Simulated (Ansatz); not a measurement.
```yaml
crystal:
  periodic: [false, false, false]
  atoms:
    - {symbol: Pd, position_ang: [-0.416009, 1.195035, -0.001345]}
    - {symbol: Pd, position_ang: [0.370114, -1.148980, 0.131570]}
    - {symbol: O, position_ang: [-1.472634, -0.483379, -0.039933]}
    - {symbol: O, position_ang: [1.345644, 0.473111, 0.110061]}
basis:
  gaussian: {orbitals: def2-SVP, final_grid: {core_spheres: 8, valence_spheres: 7, degree: 23}}
hamiltonian: {xc: {name: B3LYP}}
output: {forces: true}
```

```sh
$ ansatz run in.yaml --threads 4 --pin off --events-out ev --progress --plain --max-ram 3916MiB
```

It prints (some lines left out):

```
Functional definition: B3LYP
918 factors; integrals over basis functions are off by at most 6.3e-4 eV
mean field evaluation 1: about -11039.8940 eV, gradient 6.3e1 eV
mean field evaluation 2: about -10919.0650 eV, gradient 2.0e2 eV
mean field evaluation 4: about -11045.3974 eV, gradient 3.5e1 eV
mean field evaluation 8: about -11047.7860 eV, gradient 1.3e0 eV
mean field evaluation 16: about -11047.9796 eV, gradient 3.9e-2 eV
mean field evaluation 32: about -11048.0047 eV, gradient 2.2e-2 eV
mean field evaluation 64: about -11047.9776 eV, gradient 2.2e0 eV
mean field -11048.00466022 eV, -406.0066826567 hartree, gradient 1.5e-5 eV, S^2 0.000000; 4 other end points of the search recorded, 0 dependent functions left out
reference -11048.00488684 eV, -406.0066909845 hartree; 26, 26 occupied and 64, 64 virtual orbitals, 918 factors
Total energy: -11048.00488684 eV, -406.0066909845 hartree
Atom 0 at    -0.416009     1.195035    -0.001345 Å, force    -0.165751    -0.465425    -0.051278 eV/Å
Atom 1 at     0.370114    -1.148980     0.131570 Å, force    -0.478169     0.187759    -0.094355 eV/Å
Atom 2 at    -1.472634    -0.483379    -0.039933 Å, force    -1.100897    -0.380452     0.003219 eV/Å
Atom 3 at     1.345644     0.473111     0.110061 Å, force     1.744818     0.658118     0.142414 eV/Å
Dipole moment:     0.140850     0.050372     0.024622 e Å
```

Run time 2.2 s (4 threads of Intel Xeon 6975P-C on a shared host).

In the def2 sets Pd takes a core potential; there is no spin–orbit coupling. B3LYP takes the VWN-RPA correlation. The restricted singlet is unstable towards broken spin symmetry at other levels; at RKS B3LYP/def2-SVP this wasn't settled.
